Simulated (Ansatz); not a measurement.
## Forces on a displaced structure

InHClF (SMILES [F][InH][Cl]), singlet, displaced at random from a GFN2-xTB minimum.

```csv
atom,x (Å),y (Å),z (Å)
F1,-1.5529,-0.0310,0.8984
In2,0.0887,0.1164,-0.1530
Cl3,1.6730,-1.4864,0.4482
H4,-0.1361,1.4230,-1.2622
```

Program: Ansatz 0.2.0. Basis: def2-TZVPP. Cores are frozen in the correlated methods. Filled d shells of the heavier atoms are correlated. Core potentials replace the inner electrons of the atoms past krypton. The def2 sets are not built for correlating such inner shells, so the correlated values are less sure here.

CCSD(T) forces from the calculation:
```tsv
atom	Fx	Fy	Fz (eV/Å)
F1	0.257	-0.129	-0.014
In2	-0.229	0.142	-0.041
Cl3	-0.363	0.423	-0.182
H4	0.334	-0.435	0.236
```

Root-mean-square difference of the force components from those of CCSD(T): PBE0-D4 0.033; wB97M-V 0.051; r2SCAN-D4 0.064; PBE-D4 0.243; r2SCAN0-D4 0.075; LC-wPBE 0.121 eV/Å.

T1 diagnostic: at most 0.016. These are differences at one structure, and CCSD(T) in triple zeta is itself an approximation.

For scale, one of the runs: CCSD(T)/def2-TZVPP forces, 137 basis functions, launched by `ansatz run in.yaml --threads 4 --pin off --events-out ev --progress --plain --max-ram 5222MiB`. Time: 43 s of wall clock on 4 CPU threads of an Intel Xeon 6975P-C; the host was shared. Peak host memory: 1.6 GiB.
